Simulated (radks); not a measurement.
Numerical settings for the aluminium ion Al2+, [Ne] 3s1. All-electron calculation, Dirac Kohn-Sham, PBE, spin-unpolarised, spherical densities, finite nucleus; Fermi nuclear charge, rms radius 3.061 fm. Program: a radial shooting solver on a logarithmic mesh with Libxc functionals. The defaults (mesh step 0.008 in ln r, mesh end at 40 bohr or more with all orbitals vanishing there, Anderson mixing 0.5 over 9 steps, residual threshold near 1e-9 with the energy settled to 1e-9 hartree or 1e-11 of itself, here a cap of 94 iterations) give E = -241.7665 hartree and 3s1/2 at -23.747 eV in 14 iterations. Run on one thread of a shared host, so times are rough (Arm Neoverse N1): 0.07 s of CPU time, 0.07 s wall, 14 iterations on 2189 mesh points. Changes against that run (0 stands for a change within the tolerance of the run):

setting,iterations,converged,E (mhartree),e(3s1/2) (meV),CPU (s)
mesh step in ln r 0.02,14,yes,0,0,0.04
mesh step in ln r 0.012,14,yes,0,0,0.05
mesh step in ln r 0.03,14,yes,0,0,0.03
mesh end (bohr) 5,14,yes,+8.09,+362,0.07
mesh end (bohr) 8,14,yes,+0.0163,+1.22,0.07
residual threshold 0.01,9,yes,0,+0.0224,0.05
residual threshold 0.001,9,yes,0,+0.0224,0.05
mixing 0.2,16,yes,0,0,0.08
"linear mixing, mixing 0.8",20,yes,0,0,0.09
"linear mixing, mixing 1",50,yes,0,0,0.2
mixing history 20,22,yes,0,0,0.11
iteration cap 3,3,no,+5.44,-1.19e+03,0.02

Settings that end as converged yet miss the energy by more than 1 mhartree: mesh end (bohr) 5 (+0.00809 hartree). A mesh that ends early acts as a hard wall.
